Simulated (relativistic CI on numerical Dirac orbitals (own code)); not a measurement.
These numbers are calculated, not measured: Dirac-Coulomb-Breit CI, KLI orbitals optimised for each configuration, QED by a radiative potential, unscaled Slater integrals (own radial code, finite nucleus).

Configuration list (outside the closed core 1s2): 2s²2p⁵, 2s2p⁶, 2p⁶3s, 2p⁶3p, 2s²2p⁴3s, 2p⁶3d, 2s²2p⁴3p, 2s²2p⁴3d, 2s2p⁵3s, 2s2p⁵3p, 2s2p⁵3d, 2s²2p⁴4s, 2s²2p⁴4p, 2s²2p⁴4d, 2s²2p⁴4f, 2s2p⁵4s, 2s2p⁵4p, 2s²2p³3s², 2s²2p⁴5s, 2s2p⁵4d, 2s²2p⁴5p, 2s2p⁵4f, 2s²2p⁴5d, 2s²2p⁴5f, 2s²2p⁴5g, 2s²2p³3s3p, 2s²2p³3p², 2s²2p³3s3d, 2s²2p³3p3d, 2s2p⁴3s², 2s2p⁴3s3p, 2s²2p³3d², 2s2p⁵5s, 2s2p⁵5p, 2s2p⁵5d, 2s2p⁴3p². Levels of other configurations are missing.

At this charge energies of transitions that change n are usually good to better than 1 %, and those within a shell (Δn = 0) to a few per cent.

Outline of the computed level scheme of Cu XXI. Lowest level of each configuration: 2s²2p⁵ ²P°3/2 at 0.00 eV; 2s2p⁶ ²S1/2 at 159.97 eV; 2s²2p⁴3s ⁴P5/2 at 1016.76 eV; 2s²2p⁴3p ⁴P°3/2 at 1052.58 eV; 2s²2p⁴3d ⁴D5/2 at 1103.23 eV.

Some strong electric-dipole decays among the lowest 45 levels: 2s²2p⁴3d ²F5/2 → 2s²2p⁵ ²P°3/2 (1.0e+13 s⁻¹); 2s²2p⁴3d ²D3/2 → 2s²2p⁵ ²P°3/2 (7.4e+12 s⁻¹); 2s²2p⁴3d ⁴P1/2 → 2s²2p⁵ ²P°3/2 (6.4e+12 s⁻¹); 2s²2p⁴3s ²P3/2 → 2s²2p⁵ ²P°3/2 (3.2e+12 s⁻¹); 2s²2p⁴3d ⁴F3/2 → 2s²2p⁵ ²P°3/2 (3.1e+12 s⁻¹); 2s²2p⁴3s ²P1/2 → 2s²2p⁵ ²P°1/2 (2.3e+12 s⁻¹); 2s²2p⁴3s ²D3/2 → 2s²2p⁵ ²P°1/2 (2.2e+12 s⁻¹); 2s²2p⁴3s ²P1/2 → 2s²2p⁵ ²P°3/2 (1.8e+12 s⁻¹).

LS names give the leading component of a level, which can be under half, so a name can repeat, a term be missing and a line seem to break the LS rules.
